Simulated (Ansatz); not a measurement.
The cluster Cs3Cl3. Charge 0, multiplicity 1. Geometry PBE0-D4/def2-SVP, basis def2-TZVP, Ansatz.

```xyz
6

Cs    3.281   -1.216    0.520
Cs   -2.866   -0.998    1.812
Cs   -0.203    1.498   -1.192
Cl   -3.318    0.726   -0.722
Cl    2.792    0.534   -1.991
Cl    0.314   -0.543    1.573
```

| run | HOMO (eV) | LUMO (eV) |
| --- | --- | --- |
| A | -4.98 | -1.22 |
| B | -6.24 | -0.77 |
| C | -5.26 | -1.09 |
| D | -5.23 | -0.61 |
| E | -6.43 | -0.43 |

In the def2 sets Cs takes a core potential; there is no spin–orbit coupling. Another isomer (singlet) lies 0.02 eV lower at PBE0-D4/def2-TZVP; other spin states weren't run for this one.

Problem. The runs used B97M-V, PBE, PBE0, r2SCAN, r2SCAN0. Estimate which is which.

Solution. A PBE (0 % exact exchange); B PBE0 (25 % exact exchange); C B97M-V (0 % exact exchange); D r2SCAN (0 % exact exchange); E r2SCAN0 (25 % exact exchange). Exact exchange lowers occupied and raises empty levels; among semilocal functionals meta-GGAs tend to open the gap a little, and such runs are hard to tell apart. The gap grows from 3.76 eV (PBE) to 6.00 eV (r2SCAN0).
